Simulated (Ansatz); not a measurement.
Z-matrix (Å, degrees):
```
C
C 1 1.4192
C 2 1.3738 1 121.73
H 3 1.0910 2 121.15 1 -180.00
H 2 1.0933 3 118.77 4 0.00
C 3 1.4124 4 119.37 2 180.00
C 6 1.3741 3 121.04 4 -180.00
H 7 1.0916 6 120.14 3 180.00
C 7 1.4168 8 119.75 6 -180.00
C 9 1.4187 7 121.12 8 0.00
C 10 1.3729 9 120.55 7 180.00
H 11 1.0925 10 120.20 9 180.00
H 10 1.0930 11 120.64 12 0.00
C 11 1.4132 12 119.59 10 180.00
C 14 1.3840 11 121.61 12 -180.00
H 14 1.0936 15 119.81 1 180.00
Cl 6 1.7314 7 120.19 8 0.00
Si 15 1.8805 14 118.97 16 0.00
H 18 1.4931 15 107.96 14 0.00
H 18 1.4960 19 109.14 16 -121.40
H 18 1.4960 19 109.14 20 -117.20
```
Charge 0, multiplicity 1.

These are Ansatz (a first-principles code) with frozen-core CCSD(T)/cc-pVDZ // PBE0-D4/def2-SVP values and carry that method's errors. The restricted HF reference is unstable towards unrestricted orbitals.

```yaml
HF energy: -1132.39233 Ha
MP2 correlation energy: -1.53505 Ha
```

Task: Estimate the CCSD correlation energy, the (T) correction, the total energy and the T1 diagnostic.

Result: 
- CCSD correlation energy = -1.60378 Ha
- (T) correction = -0.07287 Ha
- CCSD(T) total energy = -1134.06898 Ha
- T1 diagnostic = 0.011
